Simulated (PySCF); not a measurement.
C₂H₆Te, SMILES C[Te]C. The structure is a stationary point at B3LYP-D3(BJ)/def2-SVP. The def2 effective core potentials stand for the cores of Te; spin–orbit coupling is left out.

Calculation: B3LYP-D3(BJ)/def2-SVP (PySCF 2.14.0).

Harmonic wavenumbers (cm⁻¹): 113, 121, 167, 514, 520, 780, 815, 846, 889, 1232, 1250, 1431, 1439, 1441, 1447, 3052, 3055, 3169, 3169, 3170, 3174. Rotational constants (GHz): 8.063, 5.873, 3.555; symmetry number 2.

### Question
Work out the zero-point energy and the ideal-gas rigid-rotor harmonic-oscillator thermochemistry at 298.15 K and 1 atm.

### Answer
ZPE = ½ Σ hcν = ½ × 31794 cm⁻¹ = 45.45 kcal/mol. H − E(el) = 49.57 kcal/mol. Entropy in cal/(mol K): translation 41.08, rotation 23.68, vibration 10.88, total 75.64. G − E(el) = 27.01 kcal/mol. Cp = 19.26 cal/(mol K). Modes under 150 cm⁻¹ make the vibrational entropy uncertain.
